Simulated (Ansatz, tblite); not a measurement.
Isomers of RbBr2 (doublet), found by a short tight-binding search and relaxed with PBE-D4/def2-TZVP in Ansatz.

In the def2 sets Rb takes a core potential; there is no spin–orbit coupling. The xTB rows come from tblite. Correlated methods freeze 18 core orbitals; core or outer-core shells of Rb, Br are correlated, in sets that lack core-valence functions.

B: At PBE-D4/def2-TZVP, r2SCAN-D4/def2-TZVP, B97M-V/def2-TZVP the gap within one spin of the charge 0 doublet nearly closes, so an electron or hole may be smeared out by delocalisation error.

Other spin states were run for one of them alone.

A:

```xyz
3

Rb    0.581    1.072    1.448
Br   -0.820   -1.538    0.229
Br    0.238    0.466   -1.678
```

B:

```xyz
3

Rb   -0.002    0.000   -0.002
Br    2.385   -0.931   -2.060
Br   -2.383    0.931    2.062
```

Problem. Estimate which lies lowest at each level, and how far above it the others are (kJ/mol).

Solution. 
```csv
level,A,B
GFN1-xTB,0.0,25.2
GFN2-xTB,8.8,0.0
HF/def2-TZVP,0.0,55.7
HF/def2-TZVPP,0.0,55.7
PBE-D4/def2-TZVP,0.0,38.9
r2SCAN-D4/def2-TZVP,0.0,45.4
B97M-V/def2-TZVP,0.0,36.9
PBE0-D4/def2-TZVP,0.0,66.2
MP2/def2-TZVPP,0.0,116.4
CCSD/def2-TZVPP,0.0,103.8
CCSD(T)/def2-TZVPP,0.0,111.6
```
Point groups (tolerance 0.1 Å): A C2v, B D∞h. A and B have the same bonds, so they are conformers or stereoisomers. Lower isomers may exist.
